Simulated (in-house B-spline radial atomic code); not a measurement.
Radial electron density of Co¹⁸⁺, [He] 2s2 2p5. Computed with a B-spline radial code for spherical atoms: scalar-relativistic (X2C) LDA PW92, spin-polarised, spherical fractional occupations, Fermi nucleus of rms radius 3.7875 fm.

One-electron X2C: radii and densities carry no picture-change correction, so inner-shell <1/r> comes out high (for 1s by about 2 % at Z = 33, 5 % at 54, 10 % at 75, 30 % at 118) and <r> low.

Columns: r (bohr), 4πr²n(r) (electrons per bohr), bar.

```
 0.00183   0.6791 #
 0.00212    0.881 #
 0.00247    1.152 ##
 0.00287    1.495 ##
 0.00333    1.929 ###
 0.00387    2.487 ###
  0.0045    3.195 ####
 0.00523    4.082 ######
 0.00608    5.185 #######
 0.00707    6.545 #########
 0.00821    8.178 ###########
 0.00954    10.13 ##############
  0.0111    12.44 #################
  0.0129    15.05 #####################
   0.015    17.96 #########################
  0.0174       21 #############################
  0.0202    24.09 #################################
  0.0235    27.06 #####################################
  0.0273    29.57 ########################################
  0.0318    31.37 ###########################################
  0.0369    32.15 ############################################
  0.0429    31.79 ############################################
  0.0499     30.3 #########################################
   0.058    27.99 ######################################
  0.0674    25.44 ###################################
  0.0783    23.37 ################################
   0.091     22.5 ###############################
   0.106    23.26 ################################
   0.123     25.4 ###################################
   0.143    28.16 #######################################
   0.166    30.18 #########################################
   0.193    30.22 #########################################
   0.224    27.58 ######################################
   0.261    22.36 ###############################
   0.303    15.98 ######################
   0.352    9.815 #############
   0.409    5.069 #######
   0.476    2.124 ###
   0.553   0.7138 #
   0.643   0.1827 
   0.747  0.03468 
   0.868 0.004611
```

On this grid the curve has 2 maxima, near 0.0369, 0.193 bohr.

The 2p up radial function P(r) = rR(r), positive near the nucleus:

| r (bohr) | P |
| --- | --- |
| 0.00183 | 0.002579 |
| 0.00247 | 0.004468 |
| 0.00333 | 0.007751 |
| 0.0045 | 0.01352 |
| 0.00608 | 0.02354 |
| 0.00821 | 0.0408 |
| 0.0111 | 0.0704 |
| 0.015 | 0.1201 |
| 0.0202 | 0.2005 |
| 0.0273 | 0.3296 |
| 0.0369 | 0.5261 |
| 0.0499 | 0.807 |
| 0.0674 | 1.171 |
| 0.091 | 1.579 |
| 0.123 | 1.939 |
| 0.166 | 2.1 |
| 0.224 | 1.932 |
| 0.303 | 1.429 |
| 0.409 | 0.7952 |
| 0.553 | 0.2991 |
| 0.747 | 0.06692 |
